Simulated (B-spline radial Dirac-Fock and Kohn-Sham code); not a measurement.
Auger decay of the M2 hole in La²⁺

System: lanthanum as La²⁺, configuration [Xe] 5d1.

The computed values come from a radial atomic solver: one-electron (LDA, Dirac) transition rates at Dirac-Fock energies. Kinetic energies are configuration averages from the vacuum level; the two-hole energies are estimated from single-hole states.

| transition | kinetic energy (eV) | width (meV) | share (%) |
| --- | --- | --- | --- |
| M2-M3O1 | 5.34 | 55.0 | 1.0 |
| M2-M4N1 | 20.67 | 720 | 13.1 |
| M2-M3O2 | 25.30 | 57.3 | 1.0 |
| M2-M3O3 | 28.40 | 70.6 | 1.3 |
| M2-M5N1 | 37.49 | 124 | 2.2 |
| M2-M4N2 | 82.44 | 709 | 12.9 |
| M2-M5N2 | 98.85 | 831 | 15.1 |
| M2-M4N3 | 100.2 | 1030 | 18.7 |
| M2-M5N3 | 117.2 | 84.5 | 1.5 |
| M2-M4N4 | 204.2 | 290 | 5.3 |
| M2-M4N5 | 206.6 | 328 | 6.0 |
| M2-M5N5 | 223.9 | 40.8 | 0.7 |
| M2-M4O1 | 282.7 | 129 | 2.3 |
| M2-M4O2 | 302.7 | 95.7 | 1.7 |
| M2-M4O3 | 305.7 | 147 | 2.7 |
| M2-M5O2 | 319.5 | 93.3 | 1.7 |
| M2-N1N2 | 657.5 | 50.5 | 0.9 |
| M2-N2N2 | 714.7 | 36.8 | 0.7 |
| M2-N2N3 | 734.1 | 114 | 2.1 |
| M2-N2N4 | 838.8 | 105 | 1.9 |
| M2-N2N5 | 839.1 | 176 | 3.2 |
| M2-N2O3 | 934.9 | 18.5 | 0.3 |
| M2-N5O2 | 1054.0 | 19.6 | 0.4 |

Coster-Kronig rates are the weakest part of this model and often come out 1.5 to 2.5 times too large. The listed channels hold 97 % of the non-radiative rate. Summed by principal shells, of 5.50 eV in all: MMN 75.8 %, MMO 12.5 %, MNN 9.8 %, MNO 1.8 %.
